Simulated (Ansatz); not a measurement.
GeHF3. Total charge 0; singlet. Geometry PBE0-D4/def2-TZVP.

Cartesian coordinates in Å:
```
Ge -0.0475 0.0721 0.0043
H -0.8816 1.3362 0.0792
F -0.9737 -1.3344 0.2837
F 1.2133 0.0564 1.1550
F 0.6895 -0.1303 -1.5221
```

The 6-31G sets use Cartesian d functions. B3LYP takes the VWN-RPA correlation. HSE06 is defined as in plane-wave codes, on full-range PBE exchange.

(1) Estimate the orbital energies around the gap (eV) in Ansatz with BLYP-D4/def2-TZVP, B3LYP-D4/6-31G, B3LYP-D4/def2-TZVP, HSE06-D4/def2-TZVP, CAM-B3LYP-D4/def2-TZVP.

Answers

(1) 
```json
{"orbital": "HOMO−13", "BLYP-D4/def2-TZVP": "-32.09", "B3LYP-D4/6-31G": "-35.43", "B3LYP-D4/def2-TZVP": "-35.56", "HSE06-D4/def2-TZVP": "-35.75", "CAM-B3LYP-D4/def2-TZVP": "-37.68"}
{"orbital": "HOMO−12", "BLYP-D4/def2-TZVP": "-29.74", "B3LYP-D4/6-31G": "-32.97", "B3LYP-D4/def2-TZVP": "-32.82", "HSE06-D4/def2-TZVP": "-33.15", "CAM-B3LYP-D4/def2-TZVP": "-35.00"}
{"orbital": "HOMO−11", "BLYP-D4/def2-TZVP": "-28.70", "B3LYP-D4/6-31G": "-31.83", "B3LYP-D4/def2-TZVP": "-31.80", "HSE06-D4/def2-TZVP": "-32.11", "CAM-B3LYP-D4/def2-TZVP": "-33.93"}
{"orbital": "HOMO−10", "BLYP-D4/def2-TZVP": "-28.70", "B3LYP-D4/6-31G": "-31.83", "B3LYP-D4/def2-TZVP": "-31.80", "HSE06-D4/def2-TZVP": "-32.11", "CAM-B3LYP-D4/def2-TZVP": "-33.93"}
{"orbital": "HOMO−9", "BLYP-D4/def2-TZVP": "-14.87", "B3LYP-D4/6-31G": "-16.78", "B3LYP-D4/def2-TZVP": "-16.71", "HSE06-D4/def2-TZVP": "-16.62", "CAM-B3LYP-D4/def2-TZVP": "-18.76"}
{"orbital": "HOMO−8", "BLYP-D4/def2-TZVP": "-11.85", "B3LYP-D4/6-31G": "-13.56", "B3LYP-D4/def2-TZVP": "-13.66", "HSE06-D4/def2-TZVP": "-13.58", "CAM-B3LYP-D4/def2-TZVP": "-15.59"}
{"orbital": "HOMO−7", "BLYP-D4/def2-TZVP": "-11.85", "B3LYP-D4/6-31G": "-13.37", "B3LYP-D4/def2-TZVP": "-13.66", "HSE06-D4/def2-TZVP": "-13.58", "CAM-B3LYP-D4/def2-TZVP": "-15.59"}
{"orbital": "HOMO−6", "BLYP-D4/def2-TZVP": "-11.71", "B3LYP-D4/6-31G": "-13.37", "B3LYP-D4/def2-TZVP": "-13.48", "HSE06-D4/def2-TZVP": "-13.37", "CAM-B3LYP-D4/def2-TZVP": "-15.46"}
{"orbital": "HOMO−5", "BLYP-D4/def2-TZVP": "-10.32", "B3LYP-D4/6-31G": "-11.78", "B3LYP-D4/def2-TZVP": "-12.21", "HSE06-D4/def2-TZVP": "-12.12", "CAM-B3LYP-D4/def2-TZVP": "-14.15"}
{"orbital": "HOMO−4", "BLYP-D4/def2-TZVP": "-10.32", "B3LYP-D4/6-31G": "-11.78", "B3LYP-D4/def2-TZVP": "-12.21", "HSE06-D4/def2-TZVP": "-12.12", "CAM-B3LYP-D4/def2-TZVP": "-14.15"}
{"orbital": "HOMO−3", "BLYP-D4/def2-TZVP": "-9.96", "B3LYP-D4/6-31G": "-11.52", "B3LYP-D4/def2-TZVP": "-11.83", "HSE06-D4/def2-TZVP": "-11.73", "CAM-B3LYP-D4/def2-TZVP": "-13.74"}
{"orbital": "HOMO−2", "BLYP-D4/def2-TZVP": "-9.96", "B3LYP-D4/6-31G": "-11.52", "B3LYP-D4/def2-TZVP": "-11.83", "HSE06-D4/def2-TZVP": "-11.73", "CAM-B3LYP-D4/def2-TZVP": "-13.74"}
{"orbital": "HOMO−1", "BLYP-D4/def2-TZVP": "-9.74", "B3LYP-D4/6-31G": "-11.32", "B3LYP-D4/def2-TZVP": "-11.62", "HSE06-D4/def2-TZVP": "-11.53", "CAM-B3LYP-D4/def2-TZVP": "-13.53"}
{"orbital": "HOMO", "BLYP-D4/def2-TZVP": "-9.52", "B3LYP-D4/6-31G": "-11.01", "B3LYP-D4/def2-TZVP": "-11.11", "HSE06-D4/def2-TZVP": "-10.94", "CAM-B3LYP-D4/def2-TZVP": "-12.85"}
{"orbital": "LUMO", "BLYP-D4/def2-TZVP": "-1.60", "B3LYP-D4/6-31G": "-1.22", "B3LYP-D4/def2-TZVP": "-0.89", "HSE06-D4/def2-TZVP": "-0.84", "CAM-B3LYP-D4/def2-TZVP": "0.53"}
{"orbital": "LUMO+1", "BLYP-D4/def2-TZVP": "-0.37", "B3LYP-D4/6-31G": "0.23", "B3LYP-D4/def2-TZVP": "0.16", "HSE06-D4/def2-TZVP": "0.10", "CAM-B3LYP-D4/def2-TZVP": "1.41"}
{"orbital": "LUMO+2", "BLYP-D4/def2-TZVP": "-0.37", "B3LYP-D4/6-31G": "0.24", "B3LYP-D4/def2-TZVP": "0.16", "HSE06-D4/def2-TZVP": "0.10", "CAM-B3LYP-D4/def2-TZVP": "1.41"}
{"orbital": "LUMO+3", "BLYP-D4/def2-TZVP": "1.53", "B3LYP-D4/6-31G": "2.26", "B3LYP-D4/def2-TZVP": "2.07", "HSE06-D4/def2-TZVP": "2.08", "CAM-B3LYP-D4/def2-TZVP": "3.27"}
{"orbital": "LUMO+4", "BLYP-D4/def2-TZVP": "3.84", "B3LYP-D4/6-31G": "2.94", "B3LYP-D4/def2-TZVP": "4.40", "HSE06-D4/def2-TZVP": "4.42", "CAM-B3LYP-D4/def2-TZVP": "5.67"}
{"orbital": "LUMO+5", "BLYP-D4/def2-TZVP": "5.67", "B3LYP-D4/6-31G": "5.11", "B3LYP-D4/def2-TZVP": "6.25", "HSE06-D4/def2-TZVP": "6.31", "CAM-B3LYP-D4/def2-TZVP": "7.48"}
```
